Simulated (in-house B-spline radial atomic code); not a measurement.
## Functionals against NIST's ionisation energies along a row: B²⁺ to Ne²⁺

Ionisation energies as differences of self-consistent total energies from a B-spline radial code for spherical atoms: all electrons, radial basis limit, scalar-relativistic (one-electron X2C), spin-polarised at highest spin, spherical densities; exact exchange is averaged over the determinants of each configuration. No spin-orbit coupling, Breit or QED terms. NIST's values run from ground level to ground level, so in open shells the differences also hold multiplet and fine-structure energies that spherical high-spin averages miss. Columns give computed minus NIST, in eV; a star marks a semi-empirical value. Species are left out where the tabulated value is theory, is uncertain by more than 0.12 eV, or (13 ions, such as In⁴⁺, Te⁴⁺ and Bi⁴⁺) lies off its series for all methods alike, which flatters the means a little.

```tsv
species	shell	NIST (eV)	Hartree-Fock	PBE	r2SCAN	HSE06	TPSSh	wB97X
B²⁺	2s	37.93	-0.10	+0.37	-0.06	+0.31	+0.23	-0.50
C²⁺	2s	47.89	-2.09	-0.76	-1.25	-0.83	-0.74	-1.36
N²⁺	2p	47.45*	-0.26	+0.22	-0.14	+0.32	+0.10	+0.06
O²⁺	2p	54.94*	-0.33	+0.56	+0.96	+0.55	+0.66	+0.38
F²⁺	2p	62.71*	-0.35	+0.41	+1.48	+0.40	+0.69	+0.18
Ne²⁺	2p	63.42	-1.77	-0.11	-1.11	-0.09	-0.47	-0.31
```

How do the methods rank, and which species is hardest?

Mean absolute (signed) differences: PBE 0.41 (+0.11) eV; HSE06 0.42 (+0.11) eV; wB97X 0.47 (-0.26) eV; TPSSh 0.48 (+0.08) eV; Hartree-Fock 0.82 (-0.82) eV; r2SCAN 0.83 (-0.02) eV. For C²⁺, which loses a 2s electron, the nearest method is off by -0.74 eV, the largest such miss. The first two are tied within the accuracy of the references. Hartree-Fock comes too low mainly by the correlation energy of the removed electron.
